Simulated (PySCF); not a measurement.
AlOBr, SMILES [Al](=[O])[Br]. Atoms are numbered in the order given.

```xyz
3

Al     0.0000     0.0000    -1.1564
O      0.0000     0.0000    -2.7558
Br     0.0000     0.0000     1.0594
```
Charge 0, spin multiplicity 1.

The structure is a stationary point at r2SCAN-D4/def2-TZVP.

Method: r2SCAN-D4/def2-TZVP (PySCF 2.14.0).

Frequencies are harmonic and unscaled.

Modes within 1.5 cm⁻¹ of each other (mostly degenerate sets) share a row, with their intensities summed.

Computed normal modes with their intensities:
```csv
mode,ν (cm⁻¹),IR (km/mol),Raman (Å⁴/amu),depolarisation,moving atoms (share of kinetic energy)
1–2,163,115.9,1.0,0.75,"Al 61 %, O 35 %"
3,374,17.9,17.9,0.16,"Br 35 %, Al 35 %, O 31 %"
4,1110,83.5,22.5,0.04,"O 56 %, Al 44 %"
```
